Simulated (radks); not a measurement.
Question: The indium ion In2+, 47 electrons, occupied as [Kr] 4d10 5s1. All-electron calculation, scalar-relativistic Kohn-Sham, PBE, spin-unpolarised, spherical densities, point nucleus. Program: a radial shooting solver on a logarithmic mesh with Libxc functionals. Some entries of the table are withheld. Estimate them.

| orbital | occ. | eigenvalue (eV) | <r> (bohr) | <1/r> (bohr^-1) |
|---|---|---|---|---|
| 1s | 2 | -27772.61 | 0.02971 | 51.86 |
| 2s | 2 | -4173.685 | 0.1285 | 11.82 |
| 2p | 6 | -3747.889 | 0.1122 | 11.38 |
| 3s | 2 | -806.6217 | 0.3486 | (1) |
| 3p | 6 | -667.1888 | 0.3471 | 3.982 |
| 3d | 10 | -450.7563 | 0.3243 | 3.753 |
| 4s | 2 | -137.7187 | 0.8481 | 1.633 |
| 4p | 6 | -96.1922 | 0.9214 | 1.476 |
| 4d | 10 | -36.5298 | 1.165 | 1.147 |
| 5s | 1 | -23.6717 | (2) | 0.5485 |

Answer: 
(1) 3s <1/r> (bohr^-1): 4.182
(2) 5s <r> (bohr): 2.341
